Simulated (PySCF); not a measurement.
Species: C₂H₄AsN.
Geometry (PBE0-D3(BJ)/def2-SVP, Å), atoms numbered from 1 in this order:
```xyz
8
C2H4AsN angstrom
N      1.676    0.915    1.266
C      1.077    0.197    0.581
C      0.301   -0.673   -0.272
As    -1.550   -0.026   -0.656
H      0.808   -0.803   -1.240
H      0.210   -1.669    0.188
H     -1.115    1.399   -0.973
H     -1.856    0.327    0.794
```

Computed, not measured: delta-SCF UKS SCAN, pcX-2 on the ionised atom, pcseg-1 elsewhere, spin-free X2C in PySCF 2.14.0. Each 1s hole has a ground state of its own, since the core basis sits on the ionised atom alone.

```json
{"ionised atom": "C2", "basis functions": "120", "E(ionised) (Eh)": "-2377.91340", "binding energy (eV)": "292.278"}
{"ionised atom": "C3", "basis functions": "120", "E(ionised) (Eh)": "-2377.90958", "binding energy (eV)": "292.243"}
{"ionised atom": "N1", "basis functions": "120", "E(ionised) (Eh)": "-2373.78208", "binding energy (eV)": "404.863"}
```

**Question.** Fill in the total energy of each ground state.

**Answer.** With binding energy = E(ionised) − E(ground) and 27.2114 eV a hartree:

```
atom  binding energy (Eh)  E(ground) (Eh)
  C2              10.7410      -2388.6544
  C3              10.7397      -2388.6493
  N1              14.8784      -2388.6605
```

**Question.** How much do the ground-state energies differ, and what would follow from using one of them for all holes?

**Answer.** They run from -2388.6605 Eh (core basis on N1) to -2388.6493 Eh (on C3), 0.0112 Eh or 0.30 eV apart, for one and the same state in different bases and grids. Pairing the ion of C3 with the ground state of N1 would put its binding energy 0.30 eV too high.

The 2 C 1s values lie within 0.04 eV of each other; Gaussian lines of 0.5 eV full width would blend them into one maximum.

Only 1s holes are shown. The structure is a single PBE0-D3(BJ)/def2-SVP conformer in the gas phase; no vibrational or solvent corrections.

Time: 15 s of wall time. Hardware: one thread of an Arm Neoverse V1 (shared host).
